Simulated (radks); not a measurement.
Values are calculated unless marked as measured or tabulated.
Coherent X-ray form factor from a spherical all-electron density. Level of theory: non-relativistic Kohn-Sham, exchange-only LDA, spin-polarised, spherical densities, point nucleus (a radial shooting solver on a logarithmic mesh with Libxc functionals).

sin(theta)/lambda (1/angstrom),f0 (electrons)
0.05,67.400
0.1,65.688
0.15,63.096
0.2,59.932
0.25,56.499
0.3,53.043
0.4,46.621
0.5,41.132
0.6,36.474
0.8,28.985
1,23.492
1.25,18.998
1.5,16.269
2,12.743

The species is in the configuration that NIST lists as its ground one. Which atom or ion scatters so?

Answer. The lutetium ion Lu3+, [Xe] 4f14. Extrapolating in s^2 from the first two rows gives f0(0) = 68.0, near the electron count 68; among species with that count, the fall with angle is slower the higher Z, and the table is that of Z = 71; from so few rows the species is fixed only to a neighbour or two.
